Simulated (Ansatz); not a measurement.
Computed with Ansatz on PBE0-D4/def2-TZVP structures; ΔE is electronic, products minus reactants. CCSD(T)/CBS is the MP2 limit (def2-TZVPP, def2-QZVPP) plus CCSD(T) − MP2 in def2-TZVPP, frozen cores. def2 core potentials past Kr. For Se, Sn outer-core shells are correlated without core-valence functions, which leaves a few kJ/mol of doubt a bond. Scalar relativity is left out up to krypton. One conformer a species, not always the lowest.

`C[SiH]([SiH3])[SeH]` + `C[O][SnH]([Cl])[Cl]` → `CO[SiH](C)[SiH3]` + `[Cl][SnH]([Cl])[SeH]`  (redistribution)

```
          level  ΔE (eV)
  HF/def2-TZVPP    -0.93
CCSD/def2-TZVPP    -0.77
  HF/def2-QZVPP    -0.93
  MP2/CBS(def2)    -0.73
```

Problem. What does CCSD(T)/CBS give? (Estimate.)

Solution. Ansatz gave: -0.73 eV. The listed levels differ from it by -0.20, -0.04, -0.20, 0.00 eV.

Largest T1 diagnostic among the species: 0.013.

From PBE to PBE0 (25 % exact exchange), in def2-TZVPP and without D4, ΔE moves by −0.06 eV. In def2-TZVPP, CCSD(T) changes the Hartree–Fock value by +0.20 eV (the triples alone add +0.04 eV) and MP2 by +0.20 eV.
